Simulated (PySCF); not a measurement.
Below is a simulated gas-phase Si 2p photoelectron spectrum of `F[SiH2][Si](F)(F)F`.

Every computed line was given a Gaussian of 0.6 eV full width at half maximum and an area set by the number of equivalent atoms (split 2:1 within a doublet); the highest printed point is 100. Method used: delta-SCF UKS SCAN, pcX-2 on the ionised atom, pcseg-1 elsewhere, spin-free X2C (PySCF).

| binding energy (eV) | intensity |
| --- | --- |
| 108.1 | 0 |
| 108.2 | 1 |
| 108.3 | 2 |
| 108.4 | 6 |
| 108.5 | 14 |
| 108.6 | 28 |
| 108.7 | 47 |
| 108.8 | 67 |
| 108.9 | 83 |
| 109.0 | 89 |
| 109.1 | 83 |
| 109.2 | 72 |
| 109.3 | 62 |
| 109.4 | 57 |
| 109.5 | 59 |
| 109.6 | 67 |
| 109.7 | 78 |
| 109.8 | 89 |
| 109.9 | 97 |
| 110.0 | 100 |
| 110.1 | 94 |
| 110.2 | 81 |
| 110.3 | 67 |
| 110.4 | 57 |
| 110.5 | 52 |
| 110.6 | 49 |
| 110.7 | 46 |
| 110.8 | 39 |
| 110.9 | 29 |
| 111.0 | 18 |
| 111.1 | 10 |
| 111.2 | 5 |
| 111.3 | 2 |
| 111.4 | 1 |
| 111.5 | 0 |

Task: How many maxima does the curve show, and how many computed lines lie under it?

Result: The curve has 2 maxima (at 109.0 and 110.0 eV). Under it lie 4 lines from 2 inequivalent silicon sites, each drawn as a 2p3/2, 2p1/2 pair. At this width some lines have no maximum of their own.

Task: Decompose the envelope and assign each component. Numbering: `[F:1][SiH2:2][Si:3]([F:4])([F:5])[F:6]`.

Result: 
```tsv
position (eV)	relative area	line	atoms	environment
108.98	0.67	Si 2p3/2	Si2	fluorine-bound silicon
109.61	0.33	Si 2p1/2	Si2	fluorine-bound silicon
110.04	0.67	Si 2p3/2	Si3	fluorine-bound silicon
110.67	0.33	Si 2p1/2	Si3	fluorine-bound silicon
```

Lowest listed Si 2p3/2: Si2, bonded to F, 2 H and Si. Highest, 1.06 eV above it: Si3, bonded to 3 F and Si. Summing the Pauling electronegativity differences to the bonded atoms, each weighted by its formal bond order, gives +2.68 for the lowest site and +6.24 for the highest.

The curve has no shake-up lines and no vibrational structure. For 2p shells one spin-free hole was relaxed; a mean-field spin–orbit operator and the ground-state splitting of the three 2p orbitals were then diagonalised within the shell. The shell's mean is (2 × 2p3/2 + 2p1/2)/3, and the degeneracies 2j + 1 give areas of 2:1. 2p1/2 minus 2p3/2 (ligand field included): Si 0.63 eV. Isolated species at its GFN2-xTB geometry, gas phase.

Time: 54 s of wall time; peak memory 0.45 GiB. Hardware: Arm Neoverse N1, one thread, shared host.

Shape of the structure used: `[F:1][SiH2:2][Si:3]([F:4])([F:5])[F:6]`: F1–Si2–Si3–F4 -62°.
